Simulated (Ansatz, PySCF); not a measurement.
This singlet lies 2.82 eV below the relaxed triplet at the level frozen-core CCSD(T)/cc-pVTZ // B3LYP-D3(BJ)/def2-TZVP (Ansatz, a program for electronic structure).

B3LYP has the VWN-RPA correlation part, as in Gaussian. 

Cartesian coordinates (Å):
```xyz
5

C      2.2001    -0.2687    -0.3166
N      1.1153     0.1708    -0.2096
Ge    -0.4789     1.2364    -0.0545
O     -1.6155    -0.1289     0.0605
H     -1.2210    -1.0097     0.0238
```
Charge 0, multiplicity 1.

**Question.** Give the LUMO, HOMO, total energy, dipole moment and HOMO–LUMO gap at the level B3LYP-D3(BJ)/def2-TZVP in PySCF 2.14.0.

**Answer.** 
- LUMO: -3.12 eV
- HOMO: -8.22 eV
- total energy: -2245.8114 Ha
- dipole moment: 2.52 D
- HOMO–LUMO gap: 5.10 eV
